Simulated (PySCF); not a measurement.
(E)-1-bromo-1-chloroprop-1-ene (C₃H₄BrCl), SMILES C(/Cl)(=C/C)Br. Geometry: PBE-D3(BJ)/def2-SVP.

All values below come from PBE-D3(BJ)/def2-SVP run with PySCF 2.14.0.

Harmonic wavenumbers (cm⁻¹): 121, 195, 206, 236, 357, 454, 576, 788, 815, 949, 998, 1096, 1238, 1337, 1398, 1404, 1646, 2964, 3031, 3088, 3112. Rotational constants (GHz): 3.796, 1.449, 1.055; symmetry number 1.

**Question.** Work out the zero-point energy and the ideal-gas rigid-rotor harmonic-oscillator thermochemistry at 298.15 K and 1 atm.

**Answer.** ZPE = ½ Σ hcν = ½ × 26009 cm⁻¹ = 37.18 kcal/mol. H − E(el) = 41.69 kcal/mol. Entropy in cal/(mol K): translation 41.03, rotation 28.41, vibration 12.37, total 81.81. G − E(el) = 17.30 kcal/mol. Cp = 22.30 cal/(mol K). Modes under 150 cm⁻¹ make the vibrational entropy uncertain.
